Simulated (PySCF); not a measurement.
InP, triplet, at a GFN2-xTB geometry (such geometries of metal compounds can be far from the true shape) (core potentials on In). Base run: BLYP/def2-SV(P) run with PySCF.

The PySCF input:
```python
from pyscf import gto, scf, dft

mol = gto.Mole()
mol.atom = '''
    In   -0.000000   -0.000000   -0.613897
    P     0.000000    0.000000    2.005398
'''
mol.basis = 'def2-sv(p)'
mol.ecp = {'In': 'def2-sv(p)'}
mol.charge = 0
mol.spin = 2
mol.verbose = 4
mol.build()

mf = dft.UKS(mol)
mf.xc = 'blyp'
mf.kernel()
```

Variants of this job, named by their change:

| change | ΔE vs base (mEh) | fitting functions | dipole (D) | outcome |
|---|---|---|---|---|
| base | 0.000 | - | 1.32 | converged |
| auxbasis = even-tempered beta=2.0 | -0.381 | 379 | 1.32 | converged |
| auxbasis = default (with mf = mf.density_fit()) | -0.092 | 109 | 1.32 | converged |
| auxbasis = autoaux | -0.016 | 374 | 1.32 | converged |
| auxbasis = def2-tzvp-ri | - | - | - | input refused |
| auxbasis = def2-svp-ri | - | - | - | input refused |
| auxbasis = cc-pvtz-ri | - | - | - | input refused |
| auxbasis = even-tempered beta=3.0 | -72.065 | 244 | 1.30 | converged |
| auxbasis = cc-pvtz-jkfit | - | - | - | input refused |
| auxbasis = even-tempered beta=1.6 | -0.001 | 543 | 1.32 | converged |

A fitting set is made for a task (jfit for Coulomb, jkfit for Coulomb and exchange, ri for correlation) and for a family of orbital bases.

Open shells are given as the SCF converged; they aren't shown to be the lowest states, and a large step between rows can be another state.

- auxbasis = def2-tzvp-ri: ended with `pyscf.lib.exceptions.BasisNotFoundError: Basis set not found for In in def2-tzvp-ri`
- auxbasis = def2-svp-ri: ended with `pyscf.lib.exceptions.BasisNotFoundError: Basis set not found for In in def2-svp-ri`
- auxbasis = cc-pvtz-ri: ended with `pyscf.lib.exceptions.BasisNotFoundError: Basis set not found for In in cc-pvtz-ri`
